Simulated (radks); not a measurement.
Task: The table gives one normalised radial function P(r) = r R(r) of V in [Ar] 3d4 4s1 (r in bohr). All-electron calculation, scalar-relativistic Kohn-Sham, PBE, spin-polarised, spherical densities, finite nucleus; open shells are filled with parallel spins first; Fermi nuclear charge, rms radius 3.6002 fm. Program: a radial shooting solver on a logarithmic mesh with Libxc functionals.

r          P
0.006456  0.0000
0.008475  0.0000
0.01112   0.0001
0.0146    0.0002
0.01932   0.0005
0.02536   0.0010
0.03328   0.0021
0.04369   0.0044
0.05734   0.0091
0.07527   0.0182
0.0988    0.0352
0.1297    0.0656
0.1702    0.1162
0.2234    0.1946
0.2933    0.3044
0.3849    0.4406
0.5053    0.5840
0.6632    0.7034
0.8705    0.7601
1.143     0.7363
1.512     0.6429
1.984     0.5167
2.605     0.3840
3.419     0.2598
4.488     0.1542
5.89      0.0781
7.732     0.0323
10.15     0.0099

Which n and l does it have? It may be an empty orbital.

Result: n = 3, l = 2: the number of nodes gives n - l - 1 = 0, the rise at small r (about r^(l+1)) gives l, and the extent must fit the shell. The curve is that of 3d up; the table hardly tells the two spins apart. 3d up: eigenvalue -3.092 eV, 0 radial nodes, <r> = 1.65 bohr, 90 % of the charge inside 3.04 bohr.
